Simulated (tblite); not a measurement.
Run record: tight-binding relaxation, `C=C(C)[Si@](F)(Br)C(C)C`.

Computed with GFN2-xTB geometry optimisation, gas phase (tblite 0.8.0). Start geometry: from a force field or distance geometry. A driver script takes a list of jobs; this job's settings line and coordinates (Å) are shown.

Command:
```bash
OMP_NUM_THREADS=1 python probes_run.py task.json out
```

Input:
```
{"job": {"kind": "relax", "xc": "GFN2-xTB", "basis": "xTB"}, "charge": 0, "multiplicity": 1}
C      2.156900    -0.255800     1.538600
C      1.552700    -0.402400     0.347600
C      2.311800     0.071900    -0.844100
Si    -0.114600    -1.180200     0.232500
F     -0.296900    -2.456400     1.318800
Br    -0.565300    -1.830100    -1.881900
C     -1.306300     0.241400     0.579200
C     -0.824800     1.326700    -0.389200
C     -2.730500    -0.159100     0.292800
H      3.138200     0.221500     1.508900
H      1.705300    -0.563900     2.476200
H      1.706200    -0.291800    -1.734900
H      3.303900    -0.373900    -0.866900
H      2.399800     1.181500    -0.850800
H     -1.165600     0.575100     1.652300
H     -0.598300     0.744700    -1.316700
H      0.139300     1.719100    -0.048800
H     -1.546500     2.121800    -0.534700
H     -2.759500    -0.669600    -0.700100
H     -3.153800    -0.777000     1.111100
H     -3.361000     0.773700     0.264200
```

Estimate the output.

```
step      E/eV     max force
  0    -804.16502    2.062
  1    -804.41191    1.313
  2    -804.50683    0.821
  3    -804.57604    0.718
  4    -804.65220    0.413
  5    -804.67830    0.453
  6    -804.72679    0.431
  7    -804.75276    0.333
  8    -804.77361    0.291
  9    -804.78851    0.271
... (91 lines left out)
101    -805.00262    0.032
102    -805.00282    0.027
103    -805.00301    0.029
104    -805.00318    0.030
105    -805.00332    0.028
106    -805.00343    0.022
107    -805.00351    0.020
108    -805.00357    0.016
109    -805.00361    0.016
110    -805.00363    0.010
```

«max force» is the largest atomic force in eV/Å.

From which step on does the largest force stay under 0.1 eV/Å, and how much energy is left to gain from there?

From step 77 (0.054 eV/Å), 13.7 meV above the end.

In short: energy lowered by 19.3 kcal/mol over 110 steps; largest atomic force 0.010 eV/Å at the end.

Where do the atoms end?

0.452 Å rms from the input after alignment:
```
atom  x, y, z in Å
C1     2.4236   -0.6286    1.5562
C2     1.7593   -0.5019    0.4142
C3     2.4158    0.0188   -0.8284
Si4   -0.0549   -0.9908    0.3130
F5    -0.3537   -2.0662    1.4830
Br6   -0.3975   -2.1296   -1.5577
C7    -1.3564    0.3900    0.4705
C8    -1.0852    1.5516   -0.4850
C9    -2.7688   -0.1544    0.2504
H10    3.4657   -0.3612    1.6405
H11    1.9583   -1.0139    2.4474
H12    2.3548   -0.7199   -1.6274
H13    3.4628    0.2499   -0.6453
H14    1.9152    0.9202   -1.1809
H15   -1.3024    0.7753    1.4952
H16   -1.0928    1.2097   -1.5188
H17   -0.1217    2.0138   -0.2780
H18   -1.8547    2.3141   -0.3773
H19   -2.8913   -0.5082   -0.7720
H20   -2.9800   -0.9796    0.9279
H21   -3.5051    0.6279    0.4269
```

Estimate the wall time. Hardware: one thread, Arm Neoverse N1 (aarch64), no GPU (shared host).

About 2.1 s.
Labels such as C1 count atoms from 1, the log's own numbers from 0.
